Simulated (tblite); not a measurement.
4-fluoroanisole, C7H7FO.
Numbering: `[CH3:1][O:2][c:3]1[cH:4][cH:5][c:6]([F:7])[cH:8][cH:9]1` (hydrogens: H10, H11, H12 on C1; H13 on C4; H14 on C5; H15 on C8; H16 on C9)

A start from a force field or distance geometry was refined with GFN2-xTB geometry optimisation, gas phase (tblite 0.8.0). Values at the start:

```
coordinate    start
     C1–O2  1.431 Å
    C1–H10  1.101 Å
     O2–C3  1.355 Å
     C3–C4  1.405 Å
     C4–C5  1.397 Å
    C4–H13  1.080 Å
     C5–C6  1.385 Å
    C5–H14  1.085 Å
     C6–F7  1.334 Å
     C6–C8  1.404 Å
  C1–O2–C3   117.1°
  O2–C3–C4   114.7°
  O2–C3–C9   126.4°
  C3–C9–C8   120.5°
  C4–C3–C9   118.9°
  C4–C5–C6   119.6°
  C5–C6–F7   120.0°
  C5–C6–C8   120.5°
```

How do these coordinates change at the GFN2-xTB level?

| coordinate | GFN2-xTB (Å or °) | change |
| --- | --- | --- |
| C6–C8 | 1.380 | -0.024 |
| C1–O2 | 1.408 | -0.023 |
| C4–C5 | 1.378 | -0.019 |
| C6–F7 | 1.352 | +0.018 |
| C3–C4 | 1.397 | -0.008 |
| C5–H14 | 1.078 | -0.007 |
| C1–H10 | 1.095 | -0.006 |
| O2–C3 | 1.360 | +0.005 |
| C4–H13 | 1.078 | -0.002 |
| C5–C6 | 1.385 | 0.000 |
| C1–O2–C3 | 118.6 | +1.5 |
| O2–C3–C9 | 124.9 | -1.5 |
| O2–C3–C4 | 115.7 | +1.0 |
| C5–C6–C8 | 121.5 | +1.0 |
| C5–C6–F7 | 119.2 | -0.8 |
| C4–C5–C6 | 118.9 | -0.7 |
| C4–C3–C9 | 119.4 | +0.5 |
| C3–C9–C8 | 120.1 | -0.4 |

The energy falls by 0.065 eV over 13 L-BFGS steps, the largest force on an atom goes from 1.41 to 0.008 eV/Å, and the atoms move by 0.023 Å rms after alignment. Among the bonds, C1–O2 and C6–C8 change most and about equally (-0.024 to -0.023 Å). Bonds longer at the end by more than 0.005 Å: 3 of 16; shorter: 10. Rotational constants go from 4910, 964.9, 810.7 to 4959, 973.7, 818.1 MHz.

Its GFN2-xTB frequencies are all real (lowest 84 cm⁻¹). The numbers are those of one conformer.

Conformer computed: `[CH3:1][O:2][c:3]1[cH:4][cH:5][c:6]([F:7])[cH:8][cH:9]1`: C1–O2–C3–C4 180°.
